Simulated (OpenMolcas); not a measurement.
Computed levels of 3d4 in ions with 22 electrons, in cm-1 above 5D0.

```json
{
  "Program": "OpenMolcas 26.06",
  "Method": "MS-CASPT2, IPEA 0.25 Eh, imaginary shift 0.1 Eh",
  "Basis": "ANO-RCC-VQZP",
  "Scalar Hamiltonian": "DKH2, point nucleus",
  "Spin-orbit coupling": "state interaction with AMFI integrals over the reference wave functions, term energies averaged over their components"
}
```

Active space for each ion: 4 electrons in 5 orbitals (3d); closed shells correlated by CASPT2: 3s 3p.

```json
{"Level": "5D1", "V+": "40.3", "Cr2+": "67.2", "Mn3+": "101", "Fe4+": "147", "Ni6+": "284", "Cu7+": "380"}
{"Level": "5D2", "V+": "119", "Cr2+": "199", "Mn3+": "297", "Fe4+": "432", "Ni6+": "821", "Cu7+": "1091"}
{"Level": "5D3", "V+": "234", "Cr2+": "389", "Mn3+": "580", "Fe4+": "838", "Ni6+": "1570", "Cu7+": "2070"}
{"Level": "5D4", "V+": "381", "Cr2+": "634", "Mn3+": "939", "Fe4+": "1351", "Ni6+": "2490", "Cu7+": "3260"}
{"Level": "3P0(1)", "V+": "10380", "Cr2+": "16290", "Mn3+": "20560", "Fe4+": "24290", "Ni6+": "30450", "Cu7+": "33300"}
{"Level": "3P1(1)", "V+": "10610", "Cr2+": "16690", "Mn3+": "21160", "Fe4+": "25180", "Ni6+": "32140", "Cu7+": "35540"}
{"Level": "3P2(1)", "V+": "11040", "Cr2+": "17410", "Mn3+": "22220", "Fe4+": "26680", "Ni6+": "34850", "Cu7+": "39020"}
{"Level": "3H4", "V+": "11740", "Cr2+": "17000", "Mn3+": "21250", "Fe4+": "25140", "Ni6+": "32100", "Cu7+": "35440"}
{"Level": "3H5", "V+": "11820", "Cr2+": "17140", "Mn3+": "21460", "Fe4+": "25460", "Ni6+": "32750", "Cu7+": "36330"}
```

Task: Estimate 5D4, 3P0(1), 3P1(1) for Co5+ from its neighbours Fe4+ and Ni6+.

Result: 5D4 is fine structure, which grows about as the fourth power of a screened charge, so the fourth roots are averaged: ((1351^0.25 + 2490^0.25) / 2)^4 = 1856. The calculation gives 1893, so the estimate is off by -2.0 %; the measured value is 1782 (Sugar and Corliss, J. Phys. Chem. Ref. Data 10, 1097 (1981)).
3P0(1) is another term, which grows about linearly with the charge: (24290 + 30450) / 2 = 27370. The calculation gives 27480, so the estimate is off by -0.4 %; the measured value is 27166 (Sugar and Corliss, J. Phys. Chem. Ref. Data 10, 1097 (1981)).
3P1(1) is another term, which grows about linearly with the charge: (25180 + 32140) / 2 = 28660. The calculation gives 28730, so the estimate is off by -0.2 %; the measured value is 28462 (Sugar and Corliss, J. Phys. Chem. Ref. Data 10, 1097 (1981)).

CASPT2 breaks the degeneracy within a term, and the mean is taken; among the terms shown or strongly mixed into the levels shown the widest spread is 540 cm-1 (3d4 3H, V+). The CASPT2 spread within a term exceeds the gap to the next term for 3d4 3P(1) and 3d4 3H, so the order of their levels is uncertain (figures for Cr2+; the like holds for Mn3+). Some high roots are left out of the spin-orbit mixing, which shifts the levels that they would mix with (holds for V+). Computed and measured levels are paired by configuration, term and J; levels that our copy of the source lacks, or whose pairing is in doubt (as where it misses far off the trend of its configuration), stay unpaired and out of the deviations. Only configurations of the active space appear.

A number in round brackets counts repeated terms of one configuration in the order of the reference energies.
